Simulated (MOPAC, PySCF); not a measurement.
C₃H₅N, SMILES `C1=CNC1`, neutral singlet in the gas phase. 

Z-matrix (Å, degrees):
```
C
H 1 1.0913
H 1 1.0916 2 109.92
N 1 1.5073 2 112.39 3 -126.88
H 4 1.0158 1 115.77 2 119.83
C 4 1.4255 5 116.83 1 -99.86
C 6 1.3404 4 97.00 5 121.54
H 7 1.0767 6 135.62 4 167.49
H 6 1.0818 7 136.91 8 -8.20
```
Charge 0, spin multiplicity 1.

All levels are single points at this geometry (B3LYP-D3(BJ)/def2-TZVP); Pople sets use spherical d functions. Orbital energies aren't observables, and empty levels follow the basis.

HF/3-21G in PySCF gives HOMO (eV) = -8.74.

Estimate the HOMO (eV) from each of these levels: B3LYP-D3(BJ)/def2-TZVP in PySCF; PBE-D3(BJ)/def2-TZVP in PySCF; B3LYP/3-21G in PySCF; B3LYP/6-311+G** in PySCF; M06-2X/6-31G* in PySCF; SVWN5/6-31G* in PySCF; HF/6-31G* in PySCF; HF/STO-3G in PySCF; AM1 in MOPAC; PM3 in MOPAC; PM6 in MOPAC; PM7 in MOPAC.


| level | HOMO (eV) |
|---|---|
| B3LYP-D3(BJ)/def2-TZVP in PySCF | -6.00 |
| PBE-D3(BJ)/def2-TZVP in PySCF | -5.01 |
| B3LYP/3-21G in PySCF | -5.43 |
| B3LYP/6-311+G** in PySCF | -6.04 |
| M06-2X/6-31G* in PySCF | -7.16 |
| SVWN5/6-31G* in PySCF | -4.69 |
| HF/6-31G* in PySCF | -8.70 |
| HF/STO-3G in PySCF | -7.09 |
| AM1 in MOPAC | -9.30 |
| PM3 in MOPAC | -9.18 |
| PM6 in MOPAC | -9.15 |
| PM7 in MOPAC | -9.34 |
